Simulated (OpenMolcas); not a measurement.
## 4s2 4p3 along the 33-electron sequence

* Program: OpenMolcas
* Method: SS-RASPT2, IPEA 0.25 Eh, imaginary shift 0.1 Eh
* Basis: ANO-R2
* Scalar Hamiltonian: X2C, finite nucleus
* Spin-orbit coupling: state interaction with AMFI integrals over the reference wave functions, term energies averaged over their components

Active space for each ion: 5 electrons in 9 orbitals (RAS2 4s 4p; RAS3 4d, at most 2 electrons); closed shells correlated by CASPT2: 3d.

Computed levels in cm-1 above 4S* 3/2:

```tsv
Level	As	Se+	Br2+	Kr3+
2D* 3/2	11670	13980	16040	17740
2D* 5/2	11900	14450	16850	19050
2P* 1/2	19670	24160	28260	32040
2P* 3/2	19940	24740	29320	33800
weight of 4S* in the lowest level (%)	100	99	99	98
```

Measured, with the error of the calculation in %. Measured levels: As, Se+ from NIST Handbook of Basic Atomic Spectroscopic Data; Br2+ from Moore, Atomic Energy Levels, vol. II, NSRDS-NBS 35 (1971 reprint of NBS Circular 467, 1952); Kr3+ from Saloman, J. Phys. Chem. Ref. Data 36, 215 (2007).

| Level | As | Se+ | Br2+ | Kr3+ |
| --- | --- | --- | --- | --- |
| 2D* 3/2 | 10593 (+10.2) | 13168 (+6.2) |  | 17038 (+4.1) |
| 2D* 5/2 | 10915 (+9.0) | 13784 (+4.8) |  | 18700 (+1.9) |
| 2P* 1/2 | 18186 (+8.1) | 23038 (+4.8) | 26915 (+5.0) | 31056 (+3.2) |
| 2P* 3/2 | 18648 (+6.9) | 23895 (+3.5) | 28579 (+2.6) | 33406 (+1.2) |

2D* 3/2 changes by a factor of 1.52 over the same range, with steps per unit of Z of +2310, +2060, +1700 cm-1.

Some high roots are left out of the spin-orbit mixing, which shifts the levels that they would mix with (holds for As). Active for correlation alone: 4d; no level in the range computed is led by a configuration that fills it, so any true level of that kind is missing (holds for As). The run also gave levels led by 4s2 4p2 4d, which use shells meant for correlation; these and all levels above them are left out (holds for Se+; Br2+; Kr3+). Computed and measured levels are paired by configuration, term and J; levels that our copy of the source lacks, or whose pairing is in doubt (as where it misses far off the trend of its configuration), stay unpaired and out of the deviations. Only configurations of the active space appear.

* marks odd parity.
